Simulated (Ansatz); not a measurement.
The cluster Cr₂O₂ (the lowest singlet isomer of a short search), 4 atoms. Hardware: 4 threads of Arm Neoverse V2 on a shared host.

Correlated methods freeze 12 core orbitals; core or outer-core shells of Cr are correlated, in sets that lack core-valence functions.

How many basis functions does each of these Ansatz runs have, and roughly what does it cost? PBE-D4/def2-TZVP, charge 0 singlet, energy and forces, from earlier orbitals; PBE-D4/def2-TZVP, charge 1 doublet at the geometry of the charge 0 singlet, energy, from earlier orbitals; MP2/def2-TZVP, charge 0 triplet, energy, from earlier orbitals; CCSD(T)/def2-TZVPP, charge 0 singlet, energy, from earlier orbitals; PBE0-D4/def2-TZVP, charge 1 doublet at the geometry of the charge 0 singlet, energy, from earlier orbitals; LDA (SPW92)/def2-TZVP, charge 0 quintet, energy, from earlier orbitals; r2SCAN-D4/def2-TZVP, charge 0 singlet, energy, from earlier orbitals; PBE0-D4/def2-SVP, charge 0 triplet, energy with a search over starts; PBE-D4/def2-TZVP, charge 0 triplet, energy, from earlier orbitals; PBE-D4/def2-TZVP, charge 0 unrestricted singlet, energy, from earlier orbitals; RPA@PBE/def2-TZVP, charge 0 triplet, energy, from earlier orbitals; RPA@PBE/def2-TZVP, charge 0 singlet, energy, from earlier orbitals.

Other jobs shared the machine, so times can vary by a factor of up to 3. A dash marks memory too small to be measured apart from the calling script's.

```tsv
run	functions	fitting or Cholesky vectors	wall time	peak host memory (GiB)
PBE-D4/def2-TZVP, charge 0 singlet, energy and forces, from earlier orbitals	152	1160	1.6 s	–
PBE-D4/def2-TZVP, charge 0 triplet, energy, from earlier orbitals	152	1160	2.3 s	–
r2SCAN-D4/def2-TZVP, charge 0 singlet, energy, from earlier orbitals	152	1160	2.9 s	–
LDA (SPW92)/def2-TZVP, charge 0 quintet, energy, from earlier orbitals	152	1160	3 s	–
MP2/def2-TZVP, charge 0 triplet, energy, from earlier orbitals	152	1261	3.6 s	–
RPA@PBE/def2-TZVP, charge 0 triplet, energy, from earlier orbitals	152	1261	4 s	–
PBE-D4/def2-TZVP, charge 1 doublet at the geometry of the charge 0 singlet, energy, from earlier orbitals	152	1160	4.2 s	–
PBE-D4/def2-TZVP, charge 0 unrestricted singlet, energy, from earlier orbitals	152	1160	5.5 s	–
RPA@PBE/def2-TZVP, charge 0 singlet, energy, from earlier orbitals	152	1264	6.5 s	–
PBE0-D4/def2-TZVP, charge 1 doublet at the geometry of the charge 0 singlet, energy, from earlier orbitals	152	1280	11 s	0.78
PBE0-D4/def2-SVP, charge 0 triplet, energy with a search over starts	90	967	18 s	–
CCSD(T)/def2-TZVPP, charge 0 singlet, energy, from earlier orbitals	190	1328	2.8 min	2.5
```
